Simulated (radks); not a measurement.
Results of a calculation; reference values are marked as such.
Species: As I. Configuration: [Ar] 3d10 4s2 4p(up 2, down 1) (spins set by hand, not the high-spin state). Code: a radial shooting solver on a logarithmic mesh with Libxc functionals. Model: non-relativistic Kohn-Sham, PBEsol, spin-polarised, spherical densities, point nucleus. Some entries of the table are withheld. Estimate them.

orbital,occ.,eigenvalue (eV),<1/r> (bohr^-1),<r> (bohr)
1s up,1,-11530.45,32.48,0.04640
1s down,1,-11530.41,32.48,0.04640
2s up,1,-1445.834,7.157,0.2068
2s down,1,-1445.816,7.157,0.2068
2p up,3,-1293.291,7.133,0.1789
2p down,3,-1293.257,7.133,0.1789
3s up,1,-183.5245,2.327,0.6097
3s down,1,-183.4769,2.327,0.6097
3p up,3,-132.0516,2.208,(1)
3p down,3,-131.9960,2.209,(2)
3d up,5,-41.7265,1.912,0.6761
3d down,5,-41.6382,1.915,0.6746
4s up,1,-14.3871,0.6660,1.973
4s down,1,-13.6403,0.6681,1.972
4p up,2,-5.5530,0.5167,2.533
4p down,1,-4.8195,0.5118,2.573

Answer. 
(1) 3p up <r> (bohr): 0.6223
(2) 3p down <r> (bohr): 0.6221
